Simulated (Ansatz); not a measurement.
2-hydroxyethylboronic acid (C2H7BO3), SMILES OCCB(O)O.

Geometry optimised at PBE0-D3(BJ)/def2-SVP. The values are those of a single conformer.

Two levels are set side by side: PBE/def2-SVPD (Ansatz, an electronic-structure program) and PBE0/def2-SVPD (Ansatz). Energy differences of separate SCF runs at the same geometry; the states with an electron removed or added have multiplicity 2 and 2. Differences are taken from unrounded values.

```csv
quantity,PBE0,PBE,PBE minus PBE0
vertical ionisation energy (eV),10.11,9.64,-0.48
vertical singlet–triplet gap (eV),6.66,6.21,-0.45
```
